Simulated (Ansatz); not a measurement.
Molecule: trichloro(hydroxy)silane, sum formula HSiOCl3, charge 0, multiplicity 1. 
Structure (B3LYP-D3(BJ)/def2-TZVP (Ansatz, an electronic-structure program) minimum search):
SMILES: O[Si](Cl)(Cl)Cl
```xyz
6

Si     0.2280    -0.0390     0.1385
Cl     0.3609     1.6070    -1.0631
Cl    -0.2065    -1.6452    -1.0459
Cl    -1.2385     0.2241     1.5130
O      1.6023    -0.2744     0.9646
H      2.4188    -0.4195     0.4774
```
Charge 0, spin multiplicity 1.

Property: atomisation energy (electronic, to ground-state atoms), in kcal/mol. Valence correlation only, unless marked. UHF or UKS for open shells. Spin-orbit coupling is left out. Non-relativistic. The coupled-cluster limit lacks core correlation, which all-electron functionals hold. CBS(X,Y): correlation extrapolated as X^-3; Hartree-Fock from the larger set.

```tsv
level	program	atomisation energy (kcal/mol)
PBE-D4/def2-TZVPD	Ansatz + dftd4	521.1
revPBE-D4/def2-TZVPD	Ansatz + dftd4	506.2
revPBE/def2-TZVPD	Ansatz	491.7
r2SCAN-D3(BJ)/def2-TZVPD	Ansatz + dftd3	518.2
B3LYP-D4/def2-TZVPD	Ansatz + dftd4	502.8
PBE0/6-31G*	Ansatz	…
PBE0-D3(BJ)/def2-TZVPD	Ansatz + dftd3	511.1
LC-wPBE-D3(BJ)/def2-TZVPD	Ansatz + dftd3	510.9
LC-wPBE-D4/def2-TZVPD	Ansatz + dftd4	512.0
SCS-MP2/STO-3G	Ansatz	412.0
SCS-MP2/cc-pV(D+d)Z	Ansatz	463.4
SCS-MP2/cc-pV(T+d)Z	Ansatz	505.8
CCSD/aug-cc-pV(D+d)Z	Ansatz	…
CCSD(T)/CBS(cc-pV(T+d)Z,cc-pV(Q+d)Z)	Ansatz	…
```

Question: Fill in the missing entries.

Answer: 
- PBE0/6-31G*, atomisation energy (kcal/mol): 486.4
- CCSD/aug-cc-pV(D+d)Z, atomisation energy (kcal/mol): 458.2
- CCSD(T)/CBS(cc-pV(T+d)Z,cc-pV(Q+d)Z), atomisation energy (kcal/mol): 519.2
